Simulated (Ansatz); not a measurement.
Basis-set extrapolation for C2H7AlS (PBE0-D4/def2-TZVP geometry, frozen core, Ansatz 0.2.0). Multiplicity 1, RHF reference.

|  | def2-TZVPP | def2-QZVPP |
| --- | --- | --- |
| HF | -719.293083 | -719.315210 |
| MP2 correlation | -0.619574 | -0.663509 |
| CCSD(T) correlation | -0.701038 | not run |

Energies in hartree. Use E(X) = E(∞) + A·exp(−7.88·√X) for Hartree–Fock and E(X) = E(∞) + B·X^(−2.97) for correlation, with X = 3 and 4, and add CCSD(T) minus MP2 of the smaller set to the MP2 limit.

What is the CCSD(T) energy at the basis-set limit?

HF limit: -719.315210 + (-0.022127) × 0.13774 = -719.31826. MP2 limit: -0.663509 + (-0.043935) × 0.74074 = -0.69605. Higher-order term: -0.701038 − (-0.619574) = -0.08146. Total: -720.09577 hartree, 266.9 kJ/mol below CCSD(T)/def2-TZVPP.
